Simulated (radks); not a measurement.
Problem. Successive ionisation energies (eV) of one element, from differences of total energies of ions in their ground configurations, starting at charge 0: 7.183, 13.517, 31.917, 42.693, 69.992, 86.193, 103.02, 120.35, 137.97. Method: scalar-relativistic Kohn-Sham, r2SCAN, spin-polarised, spherical densities, finite nucleus; open shells are filled with parallel spins first (spin-orbit coupling, left out, can overturn this in heavy ions); meta-GGA in the generalised Kohn-Sham scheme; Fermi nuclear charge, rms radius 5.5012 fm; computed with a radial shooting solver on a logarithmic mesh with Libxc functionals. Which element is it?

Solution. Lead (Z = 82). The first species listed is Pb in [Hg] 6p2, the last Pb8+ in [Xe] 4f14 5d6.
